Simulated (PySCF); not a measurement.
This PySCF input asks for the NMR shieldings of SMILES CC(C)N[SiH2]N[SiH3], C3H14N2Si2; the geometry comes from GFN2-xTB.

```python
import basis_set_exchange as bse
import numpy as np
from pyscf import gto, dft
from pyscf.prop import nmr

atoms = """
C    -2.507926   -1.352608   -0.857582
C    -1.735030   -0.080411   -0.510301
C    -2.354804    0.613169    0.704643
N    -0.343000   -0.400077   -0.297665
Si    0.929211    0.728034   -0.518905
N     2.357041   -0.207325   -0.231335
Si    3.962352    0.371234    0.014644
H    -2.494537   -2.042192   -0.015431
H    -2.051154   -1.842782   -1.713318
H    -3.541887   -1.118250   -1.097104
H    -1.770969    0.606128   -1.362241
H    -3.396003    0.860691    0.514569
H    -1.810084    1.527217    0.925539
H    -2.304782   -0.039871    1.573931
H    -0.235636   -1.073674    0.448181
H     0.803902    1.212005   -1.899582
H     1.006187    1.870262    0.401185
H     2.288022   -1.161568   -0.545762
H     3.928595    1.288298    1.151582
H     4.769882   -0.817049    0.297569
H     4.491701    1.075710   -1.159961
"""
names = dict.fromkeys(["C", "N", "Si", "H"], "pcSseg-1")
basis = {el: gto.basis.parse(bse.get_basis(n, elements=[el], fmt="nwchem")) for el, n in names.items()}
mol = gto.M(atom=atoms, basis=basis, charge=0, verbose=0)
mf = dft.RKS(mol, xc="PBE0")
mf.grids.level = 2
mf.grids.alignment = dft.numint.BLKSIZE   # the property module wants whole blocks of grid points
mf.conv_tol = 1e-9
mf.kernel()

calc = nmr.RKS(mf)   # GIAO
C = mf.mo_coeff
Co = C[:, mf.mo_occ > 0]
resp = mf.gen_response(singlet=True, hermi=2)
def vind(x):   # induced exchange potential for any number of trial vectors
    d = np.einsum("pi,xij,qj->xpq", C, 2 * x.reshape(-1, C.shape[1], Co.shape[1]), Co, optimize=True)
    return np.einsum("xpq,pi,qj->xij", resp(d - d.transpose(0, 2, 1)), C, Co, optimize=True).ravel()
mo1, _ = nmr.rhf.solve_mo1(calc, with_cphf=vind)
sigma = calc.kernel(mo1)
for i, s in enumerate(sigma):   # ppm
    w = np.linalg.eigvalsh((s + s.T) / 2)
    print("%2d %-2s iso %8.1f  s11 %8.1f  s22 %8.1f  s33 %8.1f" % (i, mol.atom_pure_symbol(i), w.mean(), *w))
```

Question: What does it print?

Answer: 
```
 0 C  iso    157.4  s11    137.2  s22    148.1  s33    186.9
 1 C  iso    141.2  s11    120.0  s22    144.7  s33    158.9
 2 C  iso    156.8  s11    139.0  s22    146.4  s33    184.8
 3 N  iso    206.4  s11    163.8  s22    200.4  s33    255.0
 4 Si iso    384.1  s11    351.0  s22    367.7  s33    433.6
 5 N  iso    263.2  s11    233.3  s22    262.9  s33    293.5
 6 Si iso    408.9  s11    362.9  s22    392.7  s33    471.0
 7 H  iso     30.9  s11     28.3  s22     29.1  s33     35.3
 8 H  iso     30.3  s11     26.3  s22     28.3  s33     36.3
 9 H  iso     30.5  s11     26.1  s22     28.0  s33     37.5
10 H  iso     28.8  s11     25.5  s22     28.2  s33     32.6
11 H  iso     30.5  s11     26.2  s22     27.9  s33     37.5
12 H  iso     30.2  s11     25.9  s22     29.1  s33     35.7
13 H  iso     30.9  s11     28.6  s22     29.0  s33     35.1
14 H  iso     31.9  s11     24.2  s22     33.2  s33     38.3
15 H  iso     26.7  s11     23.2  s22     25.5  s33     31.4
16 H  iso     26.5  s11     22.6  s22     25.9  s33     30.9
17 H  iso     32.1  s11     22.5  s22     31.2  s33     42.5
18 H  iso     27.0  s11     23.3  s22     25.8  s33     31.9
19 H  iso     27.0  s11     23.5  s22     25.3  s33     32.3
20 H  iso     26.9  s11     23.0  s22     25.1  s33     32.8
```

These numbers come from an equivalent density-fitted implementation of the same equations, which agrees with the script to about 0.01 ppm for H and up to a few tenths of a ppm for heavy atoms, so last digits may differ.

Question: Turn these shieldings into chemical shifts. Shifts are taken against calculated references (same method and geometry level): ¹³C (186.93 ppm), ²⁹Si (349.16 ppm), ¹H (31.72 ppm) vs TMS; NH3 for ¹⁵N (267.73 ppm).

Answer: Averaging equivalent atoms: C 1: 45.7; C 0/2: 29.8; N 3: 61.4; N 5: 4.5; Si 4: -34.9; Si 6: -59.7; H 15/16: 5.15; H 18/19/20: 4.73; H 10: 2.94; H 7/8/9/11/12/13: 1.16; H 14: -0.18; H 17: -0.34 ppm. Experimental scales use liquid or dissolved standards, which lie at an offset from isolated NH3 (liquid NH3: subtract about 20 ppm).

Size and cost of the density-fitted run: 203 basis functions, 66 s wall time on 1 thread of an Arm Neoverse N1, shared host; peak memory 0.93 GiB.
